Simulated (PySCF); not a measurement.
Isomers of C9H14, mass 122.110 u with the commonest isotopes. Computed with PBE0-D3(BJ)/def2-SVP geometry optimisation, gas phase in PySCF. One conformer each, none proved a minimum here; rigid rotors.

**Question.** Order these by out-of-plane moment Σ m c² = (Ia + Ib − Ic)/2, smallest first.
A. `[CH3:1][CH2:2][C:3]#[C:4][CH2:5][CH:6]1[CH2:7][CH2:8][CH2:9]1` with C4–C5–C6–C7 171°, C5–C6–C7–C8 -142°, C6–C7–C8–C9 19°, C7–C8–C9–C6 -19°, C5–C6–C9–C8 142°
B. `[CH3:1][CH2:2][CH2:3][C@H:4]1[CH:5]=[CH:6][C:7]([CH3:8])=[CH:9]1` with C1–C2–C3–C4 -179°, C2–C3–C4–C5 177°
C. `[CH2:1]=[CH:2][C:3]([CH3:4])([CH:5]=[CH2:6])[CH:7]1[CH2:8][CH2:9]1` with C1–C2–C3–C4 129°, C2–C3–C5–C6 -122°, C2–C3–C7–C8 -89°

**Answer.** A (16.58 u·Å²), B (23.73 u·Å²), C (85.14 u·Å²).

**Question.** Order these by rotational constant B, largest first.
A. `[CH3:1][CH2:2][CH2:3][C@H:4]1[CH:5]=[CH:6][C:7]([CH3:8])=[CH:9]1` with C1–C2–C3–C4 -179°, C2–C3–C4–C5 177°
B. `[CH2:1]=[CH:2][C:3]([CH3:4])([CH:5]=[CH2:6])[CH:7]1[CH2:8][CH2:9]1` with C1–C2–C3–C4 129°, C2–C3–C5–C6 -122°, C2–C3–C7–C8 -89°
C. `[CH3:1][CH2:2][C:3]#[C:4][CH2:5][CH:6]1[CH2:7][CH2:8][CH2:9]1` with C4–C5–C6–C7 171°, C5–C6–C7–C8 -142°, C6–C7–C8–C9 19°, C7–C8–C9–C6 -19°, C5–C6–C9–C8 142°

**Answer.** B (1677 MHz), A (810.2 MHz), C (658.9 MHz).

**Question.** Order these by rotational constant C, smallest first.
A. `[CH2:1]=[CH:2][C:3]([CH3:4])([CH:5]=[CH2:6])[CH:7]1[CH2:8][CH2:9]1` with C1–C2–C3–C4 129°, C2–C3–C5–C6 -122°, C2–C3–C7–C8 -89°
B. `[CH3:1][CH2:2][CH2:3][C@H:4]1[CH:5]=[CH:6][C:7]([CH3:8])=[CH:9]1` with C1–C2–C3–C4 -179°, C2–C3–C4–C5 177°
C. `[CH3:1][CH2:2][C:3]#[C:4][CH2:5][CH:6]1[CH2:7][CH2:8][CH2:9]1` with C4–C5–C6–C7 171°, C5–C6–C7–C8 -142°, C6–C7–C8–C9 19°, C7–C8–C9–C6 -19°, C5–C6–C9–C8 142°

**Answer.** C (580.3 MHz), B (706.7 MHz), A (1172 MHz).

```csv
SMILES,point group,Ia (u·Å²),Ib (u·Å²),Ic (u·Å²),κ,μa (D),μb (D),μc (D)
C=CC(C)(C=C)C1CC1,C1,300.27,301.36,431.35,0.98,0.05,0.08,0.16
CCC[C@H]1C=CC(C)=C1,C1,138.82,623.80,715.16,-0.93,0.18,0.10,0.02
CCC#CCC1CCC1,C1,137.05,767.05,870.95,-0.95,0.02,0.22,0.09
```
